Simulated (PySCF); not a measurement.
## Radial density of Be⁺ (beryllium, charge +1)

UHF, [He] 2s1, 2S determinant. All numbers are calculated (PySCF 2.14, the spin-free X2C one-electron Hamiltonian (Gaussian nucleus), in aug-cc-pCVTZ-DK with one added diffuse shell each of s, p, d, f type (8s7p5d3f, 75 functions)).

```tsv
r (bohr)	4πr²ρ (e/bohr)	4πr²(ρα − ρβ)
0.00547	0.01283	0.0004
0.00920	0.03521	0.0010
0.0155	0.09399	0.0027
0.0260	0.2438	0.0069
0.0438	0.5977	0.0168
0.0736	1.335	0.0369
0.124	2.548	0.0676
0.208	3.761	0.0885
0.350	3.653	0.0539
0.589	1.805	-0.0060
0.991	0.4507	0.1454
1.67	0.4719	0.4635
2.80	0.2968	0.2968
4.72	0.02684	0.0268
7.93	0.0001088	0.0001
```

Densities and radii are taken from the X2C orbitals without a picture-change correction, which distorts them close to the nucleus.

Q: Where is the radial spin density 4πr²(ρα − ρβ) most negative, and why is it negative at all?

A: Around r = 0.589 bohr, down to -0.0060 e/bohr: exchange with the open shell polarises the paired shells in an unrestricted calculation.
